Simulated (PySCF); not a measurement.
Species: C6H6F2.
Numbering: `[F:1][C:2]1([F:3])[CH:4]=[CH:5][C@@H:6]2[CH2:7][C@H:8]12`

NICS = −σ at a ghost point: NICS(0) at the centroid of the ring atoms, NICS(1) 1 Å to either side along the normal of their mean plane, zz for the tensor component along that normal. Level: GIAO B3LYP/pcSseg-1 (PySCF, non-relativistic, gas phase) on the PBE0-D3(BJ)/def2-SVP geometry, one conformer.

Ring bond lengths (Å): C2–C4 1.505, C4–C5 1.337, C5–C6 1.490, C6–C8 1.503, C8–C2 1.515; C6–C7 1.508, C7–C8 1.496, C8–C6 1.503.

Task: Give the NICS values of each ring in ppm.

Result: 
| ring | type | NICS(0) | NICS(1), two faces | NICS(1)zz, two faces | rms pucker (Å) | centre to ring atoms, mean (Å) |
| --- | --- | --- | --- | --- | --- | --- |
| C2–C4–C5–C6–C8 | 5-membered carbocycle; formal bonds 1 double, 4 single | -5.3 | -6.8 / -2.0 | -2.9 / 0.0 | 0.01 | 1.25 |
| C6–C7–C8 | 3-membered carbocycle; formal bonds all single | -41.9 | -8.4 / -8.5 | -21.5 / -23.0 | 0.00 | 0.87 |

Task: What can be read from them?

Result: 
- C2–C4–C5–C6–C8: mean NICS(1)zz -1.5 ppm, near zero. C2, C6, C8 have four or more neighbours, and the NICS criterion for π rings isn't applied.
- C6–C7–C8: mean NICS(1)zz -22.3 ppm, shielded. C6, C7, C8 have four or more neighbours; no verdict on aromaticity is drawn. NICS(0) lies 33 ppm below the mean NICS(1).

Task: How do the values depend on the level or the medium?

Result: 
```tsv
level	NICS(0), C2–C4–C5–C6–C8	mean NICS(1)zz, C2–C4–C5–C6–C8	NICS(0), C6–C7–C8	mean NICS(1)zz, C6–C7–C8
B3LYP/pcSseg-1, gas	-5.3	-1.5	-41.9	-22.3
PBE0/pcSseg-1, gas	-5.5	-1.7	-42.7	-22.7
```

The geometry is the same throughout.
